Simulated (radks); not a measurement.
Valence configurations of Mn III (all share [Ar]). All-electron calculation, Dirac Kohn-Sham, PBE, spin-unpolarised, spherical densities, finite nucleus; open shells fill j = l - 1/2 first; Fermi nuclear charge, rms radius 3.7057 fm. Program: a radial shooting solver on a logarithmic mesh with Libxc functionals. Energies are relative to 3d5; eigenvalues in eV.

valence          E (eV)  e(3d3/2)  e(3d5/2)  e(4p1/2)  e(4s1/2)
3d5               0.000   -24.357   -24.234         -         -
3d4 4s1           6.602   -30.237         -         -   -21.562
3d4.5 4p0.5       5.666   -27.775   -27.644   -15.161         -
3d3 4s2          17.477   -36.980         -         -   -23.776
3d3 4p2          30.343   -39.186         -   -18.504         -
3d4 4p1          12.519   -31.400         -   -16.302         -
3d3 4s1 4p1      23.882   -38.098         -   -17.965   -24.399
3d4.5 4s0.5       2.833   -27.181   -27.050         -   -20.481
3d3 4s0.5 4p1.5  27.106   -38.646         -   -18.238   -24.699
3d3.5 4p1.5      20.733   -35.213         -   -17.423         -

NIST lists [Ar] 3d5 as the ground configuration; this level of theory agrees among the configurations tried. The energies are those of spherical spin-averaged densities, not of single terms.
